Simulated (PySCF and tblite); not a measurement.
Values are calculated unless marked as measured or tabulated.
# Rotation: stationary points, barriers and rates

System: C₄H₉NSeSi, numbered as in [CH2:1]=[CH:2][N:3]([CH3:4])[C:5]([SiH3:6])=[Se:7].

Motion: rotation about the C5–N3 bond (torsion Si6–C5–N3–C2 from 0° to 179°, rising). The path came from a restrained scan, a climbing-image band and a saddle search at GFN2-xTB; energies are B3LYP/pcSseg-1 + D3(BJ)//GFN2-xTB, thermal terms GFN2-xTB. Rate constants are transition-state-theory values, counting equivalent paths, without tunnelling. Shieldings: GIAO at the same DFT level; methyl-like tops are averaged, other torsions stay as in the two minima; line shapes leave out couplings. Programs: tblite and PySCF.

| point | symmetry | E(GFN2) kcal/mol | E(DFT) kcal/mol | ZPE change kcal/mol | lowest mode cm⁻¹ | dipole D |
| --- | --- | --- | --- | --- | --- | --- |
| start | Cs | 0.0 | 0.0 | 0.00 | 39 | 3.32 |
| saddle | C1 | 19.7 | 23.3 | -1.12 | 141i | 1.62 |
| end | Cs | 1.5 | 1.3 | -0.06 | 41 | 4.04 |

```json
{
 "Electronic barrier": "23.3 kcal/mol",
 "Barrier with zero-point energy": "22.2 kcal/mol",
 "ΔH‡ (298 K)": "22.1 kcal/mol",
 "ΔS‡ (298 K, symmetry apart)": "-0.3 cal/(mol K)",
 "Paths": "2 equivalent paths",
 "End point": "a different minimum",
 "Mean lifetime of the start against this motion at 298 K": "24 min",
 "Cost": "3.9 min on 1 thread of Arm Neoverse N1 (shared host) (rough), peak memory 1 GiB, launched as `OMP_NUM_THREADS=1 python ens_run.py task.json out`"
}
```

| T/K | ΔG‡ kcal/mol | k s⁻¹ | ΔG kcal/mol | k back s⁻¹ |
| --- | --- | --- | --- | --- |
| 150 | 22.2 | 3.2×10⁻²⁰ | 1.2 | 1.8×10⁻¹⁸ |
| 200 | 22.2 | 5.1×10⁻¹² | 1.2 | 1×10⁻¹⁰ |
| 250 | 22.2 | 4.4×10⁻⁷ | 1.2 | 4.7×10⁻⁶ |
| 298 | 22.2 | 0.00068 | 1.2 | 0.0049 |
| 350 | 22.2 | 0.2 | 1.2 | 1.1 |
| 400 | 22.2 | 12 | 1.1 | 50 |
| 500 | 22.3 | 3600 | 1.1 | 1.1×10⁴ |

ΔG and ΔG‡ leave out symmetry numbers and mirror images; rates count paths: 2 out, 2 back.

Sites that the motion interchanges:

| nucleus | site | ppm | scale |
| --- | --- | --- | --- |
| ⁷⁷Se | Se7 (start) | 1473.2 | δ against Me2Se |
| ⁷⁷Se | Se7 (end) | 1428.4 | δ against Me2Se |
| ¹H | H on C2 (start) | 6.92 | δ against TMS |
| ¹H | H on C2 (end) | 9.36 | δ against TMS |
| ¹³C | C4 (start) | 34.5 | δ against TMS |
| ¹³C | C4 (end) | 43.2 | δ against TMS |
| ¹³C | C2 (start) | 146.4 | δ against TMS |
| ¹³C | C2 (end) | 141.2 | δ against TMS |

```json
{"nucleus": "⁷⁷Se", "sites": "Se7 (start) / Se7 (end)", "¹H MHz": "80", "spread Hz": "686", "coalescence K": "456", "k there s⁻¹": "405"}
{"nucleus": "⁷⁷Se", "sites": "Se7 (start) / Se7 (end)", "¹H MHz": "500", "spread Hz": "4288", "coalescence K": "494", "k there s⁻¹": "2790"}
{"nucleus": "⁷⁷Se", "sites": "Se7 (start) / Se7 (end)", "¹H MHz": "900", "spread Hz": "7719", "coalescence K": "508", "k there s⁻¹": "5160"}
{"nucleus": "¹H", "sites": "H on C2 (start) / H on C2 (end)", "¹H MHz": "80", "spread Hz": "196", "coalescence K": "434", "k there s⁻¹": "107"}
{"nucleus": "¹H", "sites": "H on C2 (start) / H on C2 (end)", "¹H MHz": "500", "spread Hz": "1222", "coalescence K": "468", "k there s⁻¹": "743"}
{"nucleus": "¹H", "sites": "H on C2 (start) / H on C2 (end)", "¹H MHz": "900", "spread Hz": "2200", "coalescence K": "480", "k there s⁻¹": "1380"}
{"nucleus": "¹³C", "sites": "C4 (start) / C4 (end)", "¹H MHz": "80", "spread Hz": "176", "coalescence K": "432", "k there s⁻¹": "96"}
{"nucleus": "¹³C", "sites": "C4 (start) / C4 (end)", "¹H MHz": "500", "spread Hz": "1099", "coalescence K": "466", "k there s⁻¹": "665"}
{"nucleus": "¹³C", "sites": "C4 (start) / C4 (end)", "¹H MHz": "900", "spread Hz": "1978", "coalescence K": "478", "k there s⁻¹": "1230"}
{"nucleus": "¹³C", "sites": "C2 (start) / C2 (end)", "¹H MHz": "80", "spread Hz": "106", "coalescence K": "423", "k there s⁻¹": "56"}
{"nucleus": "¹³C", "sites": "C2 (start) / C2 (end)", "¹H MHz": "500", "spread Hz": "662", "coalescence K": "456", "k there s⁻¹": "390"}
{"nucleus": "¹³C", "sites": "C2 (start) / C2 (end)", "¹H MHz": "900", "spread Hz": "1192", "coalescence K": "467", "k there s⁻¹": "724"}
```

Barriers of amide-like rotations can come out several kcal/mol high at such levels. Coalescence temperatures outside 150 to 500 K extrapolate the thermal terms and ignore freezing or boiling of a solvent. Spin–orbit effects of heavy atoms on shieldings are missing.

Unscaled ¹⁵N shifts at such levels can be off by tens of ppm; differences are more reliable.
